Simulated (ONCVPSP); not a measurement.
Building the ONCV potential for bismuth (PBE, scalar-relativistic).

The input file (ONCVPSP 4.0.1):

```
# ATOM AND REFERENCE CONFIGURATION
# atsym  z   nc   nv     iexc    psfile
  Bi 83.00   10    5        4      upf
#
#   n    l    f
    1    0    2.00
    2    0    2.00
    2    1    6.00
    3    0    2.00
    3    1    6.00
    3    2   10.00
    4    0    2.00
    4    1    6.00
    4    2   10.00
    4    3   14.00
    5    0    2.00
    5    1    6.00
    5    2   10.00
    6    0    2.00
    6    1    3.00
#
# PSEUDOPOTENTIAL AND OPTIMIZATION
# lmax
    2
#
#   l,   rc,      ep,       ncon, nbas, qcut
    0    1.10    0.00    4    7    9.70
    1    1.65    0.00    3    7   10.30
    2    1.55    0.00    4    8   11.30
#
# LOCAL POTENTIAL
# lloc, lpopt,  rc(5),   dvloc0
    4    2    0.80    6.00
#
# VANDERBILT-KLEINMAN-BYLANDER PROJECTORs
# l, nproj, debl
    0    2    0.60
    1    2    2.80
    2    2    0.80
#
# MODEL CORE CHARGE
# icmod, fcfact, rcfact
    0    0.00    0.00
#
# LOG DERIVATIVE ANALYSIS
# epsh1, epsh2, depsh
   -7.00    5.00    0.04
#
# OUTPUT GRID
# rlmax, drl
    6.00    0.01
#
# TEST CONFIGURATIONS
# ncnf
    4
# nvcnf
#   n    l    f
    5
    5    0    2.00
    5    1    6.00
    5    2   10.00
    6    0    2.00
    6    1    2.00
#
    5
    5    0    2.00
    5    1    6.00
    5    2   10.00
    6    0    2.00
    6    1    1.00
#
    5
    5    0    2.00
    5    1    6.00
    5    2   10.00
    6    0    2.00
    6    1    0.00
#
    5
    5    0    2.00
    5    1    5.00
    5    2   10.00
    6    0    2.00
    6    1    3.00
#
```

Command:

```bash
oncvpsp.x < Bi.dat > Bi.out
```

The program printed (shortened: citation, most of the input echo, consistency checks and plot data are left out):

```
ONCVPSP  (Optimized Norm-Conservinng Vanderbilt PSeudopotential)
scalar-relativistic version 4.0.1

#   n    l    f        energy (Ha)
    1    0    2.00    -3.3327542E+03
    2    0    2.00    -5.9879428E+02
    2    1    6.00    -5.1208138E+02
    3    0    2.00    -1.4454215E+02
    3    1    6.00    -1.1977608E+02
    3    2   10.00    -9.4941820E+01
    4    0    2.00    -3.3177485E+01
    4    1    6.00    -2.5065335E+01
    4    2   10.00    -1.5804416E+01
    4    3   14.00    -5.6076719E+00
    5    0    2.00    -5.7986858E+00
    5    1    6.00    -3.5227282E+00
    5    2   10.00    -9.9525491E-01
    6    0    2.00    -5.3201880E-01
    6    1    3.00    -1.6798113E-01

Reference configufation results
  iterations    22
  all-electron total energy (Ha)   -2.15307709D+04

Begin loop to  construct optimized pseudo wave functions
and semi-local pseudopoentials for all angular momenta

Calculating optimized projector #   1

 for l=   0

    Fraction of norm inside rc  0.852359
    Optimizing pswf for qcut=   9.70 a_B^-1,  ecut=  47.08 Ha
    Residual kinetic energy error=  2.57D-04 Ha
 ERROR pspot:  first pseudo wave function has node,          program will stop
 ERROR pspot: try changing psp parameters for this l
```

The run stopped because the optimised pseudo-wave of the first projector has a node, so the radial equation cannot be inverted for a potential.

The run took about 0.17 s on one core of a shared server CPU.
